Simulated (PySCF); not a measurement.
HClPb (SMILES [Cl][PbH]), singlet, geometry from GFN2-xTB (such geometries of metal compounds can be far from the true shape) (core potentials on Pb). Base run: PySCF with B3LYP/def2-SVP, polarisability.

Input for PySCF:
```python
from pyscf import gto, scf, dft
from pyscf.prop import polarizability

mol = gto.M(
    atom='''
Pb   -0.22225868   -0.21441670    0.28614929
H    -1.36787698   -0.94003498   -0.96906584
Cl    1.15253466    1.08954143   -1.32324564
''',
    basis='def2-svp',
    ecp={'Pb': 'def2-svp'},
    verbose=3,
)

mf = dft.RKS(mol)
mf.xc = 'b3lyp'
mf.kernel()
alpha = mf.Polarizability().polarizability()[2, 2]
print('alpha_zz =', alpha)
```

The base run was repeated with changes; each row names its change, and settings that it needs were set with it.

| change | alpha_zz (bohr³) | basis functions |
|---|---|---|
| base | 51.50 | 49 |
| functional = hf | 49.14 | 49 |
| finite field (a.u.) = 0.001; conv_tol = 1e-11 | 51.50 | 49 |
| functional = camb3lyp | 50.63 | 49 |
| finite field (a.u.) = 2e-4; conv_tol = 1e-6 | 37.27 | 49 |
| finite field (a.u.) = 2e-4; conv_tol = 1e-11 | 51.50 | 49 |
| functional = pbe0 | 51.35 | 49 |
| finite field (a.u.) = 0.05; conv_tol = 1e-11 | 51.86 | 49 |
| basis = def2-SVPD | 66.76 | 67 |
| finite field (a.u.) = 0.001; conv_tol = 1e-6 | 51.60 | 49 |
| functional = lda,vwn | 52.61 | 49 |
| finite field (a.u.) = 0.02; conv_tol = 1e-11 | 51.57 | 49 |

Finite-field rows take the second difference of the energy in a field along z; a small field with loose convergence shows SCF noise divided by the square of the field, and a large one adds hyperpolarisability.
